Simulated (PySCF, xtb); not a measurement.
BiH5, SMILES [BiH5].

GFN2-xTB run with xtb at its own geometry gives an orbital gap of 4.32 eV and a dipole moment of 0.00 D.

The structure is a stationary point at B3LYP-D3(BJ)/def2-TZVP. The def2 effective core potentials stand for the cores of Bi; spin–orbit coupling is left out.

Task: What does HF/def2-TZVPD run with PySCF give? (Estimate from the structure and the level; the computed values follow.)

Result: gap 9.07 eV (levels -8.49 and 0.58 eV), dipole 0.00 D.
